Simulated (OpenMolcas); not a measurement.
Er2+ among 8 point charges of -1 e arranged as a cube (Oh).

| Quantity | Value |
| --- | --- |
| Program | OpenMolcas 26.06 |
| Method | SS-CASPT2, IPEA 0.25 Eh, imaginary shift 0.1 Eh (closed shells correlated: 5s 5p) |
| Basis | ANO-RCC-VDZP [7s6p4d2f1g] |
| Scalar Hamiltonian | DKH2, point nucleus |
| Active space | 12 electrons in 7 orbitals (4f) |
| State averaging | 2S+1 = 3 even, 21 roots; 2S+1 = 1 even, 27 roots kept (CI in the orbitals of an earlier block) |
| Spin-orbit coupling | state interaction with AMFI integrals over the reference wave functions |

All point charges move together. At R = 2.88 Å the width of the lowest J multiplet is 78 cm-1, and at R = 3.18 Å it is 66 cm-1.

Task: A third run gives 118 cm-1. What distance was it run at?

Result: With a power law R^-n the two known points give n = -ln(66 / 78) / ln(3.18 / 2.88) = 1.69. Then R = 2.88 × (78 / 118)^(1/1.69) = 2.254 Å. The run was at 2.73 Å, so the estimate is off by -0.476 Å.

Roots that are degenerate in the reference are averaged as groups; the widest CASPT2 spread within a group is 890 cm-1 (the 3-fold group of multiplicity 1 near 30300 cm-1 above the lowest state of its run, R = 2.88). Shifts and gaps below about the spread of the groups concerned are not significant. This is an electrostatic model: the charges have no orbitals. A group larger than the point group allows holds several states that coincide in this model. No measured value stands beside these numbers.
